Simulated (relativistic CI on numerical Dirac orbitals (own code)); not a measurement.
Mn⁵⁺ (3d2) in a crystal field

Calculated by Dirac-Coulomb-Breit CI, orbitals from a KLI potential per configuration, model QED, valence Slater integrals scaled by 0.8, one configuration in a parametric crystal field (own radial code).

Field parameters in Wybourne normalisation: Oh B⁴₀ = 21Dq, B⁴₄ = √(5/14) B⁴₀. The field is a parameter set, without covalency.

S is read from ⟨S²⟩ = S(S + 1).

Site symmetry Oh; labels are those of the double group. Computed levels in cm⁻¹ above the lowest, in rising order:

```csv
Δ (size of 10Dq),Lowest,No. 2,No. 3,No. 4,No. 5,No. 6,No. 7,No. 8
5900,E,76 T2,750 T1,1114 A1,5224 A2,5271 T2,5596 T1,5648 E
10600,E,45 T2,701 T1,1036 A1,9403 A2,9443 T2,9757 T1,9782 E
15300,E,31 T2,669 T1,987 A1,13714 T2,13747 A2,14093 T1,14108 E
20000,E,24 T2,645 T1,951 A1,16244 T2,16794 E,18187 A2,18452 T2
24700,E,19 T2,627 T1,922 A1,16312 T2,16676 E,22690 A2,22841 T2
29400,E,16 T2,612 T1,899 A1,16282 T2,16574 E,27236 A2,27366 T2
34100,E,14 T2,599 T1,879 A1,16241 T2,16488 E,31812 A2,31933 T2
38800,E,12 T2,589 T1,863 A1,16201 T2,16416 E,36241 A1,36410 A2
43500,E,11 T2,580 T1,849 A1,16164 T2,16354 E,36537 A1,41026 A2
```

Ground-state S against |10Dq| in cm⁻¹: 5900: 1.00, 10600: 1.00, 15300: 1.00, 20000: 1.00, 24700: 1.00, 29400: 1.00, 34100: 1.00, 38800: 1.00, 43500: 1.00.

No abrupt spin change occurs in this range.
